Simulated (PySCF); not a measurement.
sulfur hexafluoride (F6S), SMILES FS(F)(F)(F)(F)F.

The structure is a stationary point at PBE-D3(BJ)/def2-SVP.

Two levels are set side by side: PBE/def2-TZVP (PySCF) and ωB97X/def2-TZVP (PySCF). Same geometry, gas phase. Differences are taken from unrounded values.

| quantity | ωB97X |
|---|---|
| orbital gap (eV) | 14.87 |
| highest occupied level (eV) | -15.02 |
| lowest empty level (eV) | -0.15 |
| mean polarisability (bohr³) | 27.7 |

### Question
What does PBE give, and how far is it from ωB97X? (An estimate is asked for; the answer gives what the named calculation found.)

### Answer

```
quantity                        PBE  PBE minus ωB97X
---------------------------  ------  ---------------
orbital gap (eV)               6.38            -8.49
highest occupied level (eV)  -10.16             4.86
lowest empty level (eV)       -3.78            -3.63
mean polarisability (bohr³)    28.8              1.1
```

Without exact exchange PBE keeps part of each electron's self-repulsion, which lifts occupied levels and narrows the gap. PBE's more diffuse valence density responds more strongly to a field. Differences between two approximate levels are no errors against the true value.

Rough cost on one machine, each run with all the roots and properties that it gave: ωB97X against PBE within a factor of 2.
